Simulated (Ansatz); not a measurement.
Isomers of Be$_{4}$Te$_{4}$ (singlet), relaxed with B3LYP-D4/def2-SVP; total energies from Ansatz at PBE-QIDH/def2-TZVP.

| isomer | description | energy (Eh) |
| --- | --- | --- |
| A | point group Td; 12 × Be–Te 2.41 Å | -1130.75226 |
| B | point group D2d; 8 × Be–Te 2.24 Å | -1130.71222 |

In the def2 sets Te takes a core potential; there is no spin–orbit coupling. Correlated methods freeze 16 core orbitals; core or outer-core shells of Te are correlated, in sets that lack core-valence functions.

The isomers come from a short search, and lower ones may exist.

Work out the relative energies (1 Eh = 2625.5 kJ/mol) and the Boltzmann populations at 1200 K from electronic energies alone (R = 8.314 J/mol/K).

ΔE: A 0.0, B 105.1 kJ/mol. RT = 9.98 kJ/mol. Factors exp(−ΔE/RT): A 1, B 2.67e-05; sum 1.000. Populations: A 100.0 %, B 0.0 %. Zero-point energy, vibrational entropy and symmetry numbers are left out and can shift these; an error of 4 kJ/mol changes a ratio by a factor of 1.5. Over the other density-functional and correlated levels in def2 sets, the gap between A and B ranges from 32 to 131 kJ/mol.
